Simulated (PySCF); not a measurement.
Fill in the blanks.

Species: C3H12OSi2.
Bonds: C1–C2, C2–Si3, Si3–O4, O4–Si5, Si5–C6. Hydrogens: H7, H8, H9 on C1; H10, H11 on C2; H12, H13 on Si3; H14, H15 on Si5; H16, H17, H18 on C6.

Conformer (atom-mapped SMILES and torsion angles): `[CH3:1][CH2:2][SiH2:3][O:4][SiH2:5][CH3:6]`: C1–C2–Si3–O4 -177°.

```csv
property,level,value
point group,PBE0-D3(BJ)/def2-SVP,C1
"rotational constants A, B, C",PBE0-D3(BJ)/def2-SVP,"5.083, 0.893, 0.828 GHz"
dipole moment,wB97X-D/def2-SVPD,1.24 D
HOMO energy,wB97X-D/def2-SVPD,-9.86 eV
LUMO energy,wB97X-D/def2-SVPD,2.03 eV
lowest singlet excitation,TDDFT wB97X-D/def2-SVPD,?
strongest line among the 10 lowest singlet transitions,TDDFT wB97X-D/def2-SVPD,"S9 at 8.81 eV (141 nm, f = 0.162)"
lowest triplet excitation (Tamm–Dancoff),TDA wB97X-D/def2-SVPD,?
static isotropic polarisability,wB97X-D/def2-SVPD,?
vertical ionisation energy,ΔSCF wB97X-D/def2-SVPD,10.01 eV
electronic spatial extent ⟨r²⟩ about the centre of nuclear charge,wB97X-D/def2-SVPD,1488 bohr²
13C chemical shifts (computed TMS as zero) by class,GIAO PBE0/pcSseg-1,"9.6 (C2), 5.5 (C1), 0.1 (C6) ppm"
1H chemical shifts (computed TMS as zero) by class,GIAO PBE0/pcSseg-1,"5.05 (H14/H15), 4.90 (H12/H13), 0.88 (H7/H8/H9), 0.79 (H10/H11), 0.30 (H16/H17/H18) ppm"
"isotropic shieldings of nuclei other than C and H, by class",GIAO PBE0/pcSseg-1,"309 (O4), 368 (Si3), 371 (Si5) ppm"
core binding energies,"ΔSCF SCAN, pcX-2 on the ionised atom, pcseg-1 elsewhere, spin-free X2C, 2p3/2 from a spin–orbit splitting computed afterwards within the 2p shell","Si2p3/2 107.0 (Si3), Si2p3/2 107.1 (Si5), C1s 290.1 (C2), C1s 290.2 (C6), C1s 290.8 (C1), O1s 537.5 (O4), Si1s 1846.9 (Si3), Si1s 1847.1 (Si5) eV"
```

The electronic properties come from PySCF, for the isolated species, density fitting. One conformer (not necessarily the lowest) at the PBE0-D3(BJ)/def2-SVP geometry, without solvent or vibrations. NMR classes are plain means over equivalent atoms (diastereotopic ones count apart unless rotation or inversion swaps them), as if these changed places fast; in this geometry the members of some classes differ.

(1) What is the static isotropic polarisability?

(2) Give the lowest singlet excitation.

(3) What is the lowest triplet excitation (Tamm–Dancoff)?

## Answers

(1) 92.9 au.

(2) 7.44 eV (167 nm, f = 0.001).

(3) 7.20 eV.

With B = h/(8π²I), that is 505.379 GHz u Å² over I, the principal moments of inertia are 99.4, 565.7 and 610.3 u Å² (most abundant isotopes). The ΔSCF ionisation energy exceeds −ε(HOMO) by 0.15 eV with wB97X-D. No computed singlet falls in the visible range (750 to 380 nm, 1.65 to 3.26 eV); S1 lies 4.18 eV above its blue end. The 10 singlets span 7.44 to 8.90 eV, and their oscillator strengths add up to 0.53. The vertical singlet–triplet gap S1 − T1 is 0.24 eV (TDDFT singlet less Tamm–Dancoff triplet; S1: HOMO→LUMO, weight 0.66; T1: HOMO→LUMO, weight 0.59).
